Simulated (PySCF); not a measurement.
Below is a simulated gas-phase Cl 2p photoelectron spectrum of Cl6Ga3H3 ((Cl2Ga-mu-H)3).

Every computed line was given a Gaussian of 0.7 eV full width at half maximum and an area set by the number of equivalent atoms (split 2:1 within a doublet); the highest printed point is 100. Method used: delta-SCF UKS SCAN, pcX-2 on the ionised atom, pcseg-1 elsewhere, spin-free X2C in PySCF.

binding energy (eV), intensity and a bar:
```
    205.1          0 
    205.2          1 
    205.3          3 #
    205.4          8 ##
    205.5         15 #####
    205.6         28 ########
    205.7         45 ##############
    205.8         65 ####################
    205.9         84 #########################
    206.0         97 #############################
    206.1        100 ##############################
    206.2         92 ############################
    206.3         75 #######################
    206.4         55 #################
    206.5         36 ###########
    206.6         21 ######
    206.7         11 ###
    206.8          5 ##
    206.9          3 #
    207.0          3 #
    207.1          6 ##
    207.2         10 ###
    207.3         18 #####
    207.4         27 ########
    207.5         37 ###########
    207.6         46 ##############
    207.7         50 ###############
    207.8         49 ###############
    207.9         42 #############
    208.0         33 ##########
    208.1         23 #######
    208.2         14 ####
    208.3          8 ##
    208.4          4 #
    208.5          2 
    208.6          1 
    208.7          0
```

Q: How many maxima does the curve show, and how many computed lines lie under it?

A: The curve has 2 maxima (at 206.1 and 207.7 eV). Under it lie 2 lines from 1 inequivalent chlorine site, drawn as a 2p3/2, 2p1/2 pair.

Q: Decompose the envelope and assign each component. Bonds: Ga1–Cl2, Ga1–Cl3, Ga5–Cl6, Ga5–Cl7, Ga9–Cl10, Ga9–Cl11. Hydrogens: H4, H12 on Ga1; H4, H8 on Ga5; H8, H12 on Ga9.

A: 
```csv
position (eV),relative area,line,atoms,environment
206.07,4.00,Cl 2p3/2,Cl2 (×6),chlorine bonded to Ga
207.73,2.00,Cl 2p1/2,Cl2 (×6),chlorine bonded to Ga
```

Q: What are the centre and the root-mean-square width of the whole band?

A: The area-weighted mean of the lines is 206.63 eV. Their own spread about it is 0.78 eV (rms) and each Gaussian has σ = 0.7/2.355 = 0.30 eV; the variances add, which gives 0.83 eV.

The curve has no shake-up lines and no vibrational structure. Topologically equivalent atoms share the value of their first member; where this conformer doesn't relate them by symmetry, their own values could differ. 2p3/2 and 2p1/2 are the ΔSCF energy of one spin-free 2p hole plus the eigenvalues of a spin–orbit and ligand-field matrix of the shell. 2p1/2 minus 2p3/2 (ligand field included): Cl 1.65 eV. Isolated species at its PBE0-D3(BJ)/def2-SVP geometry, gas phase.
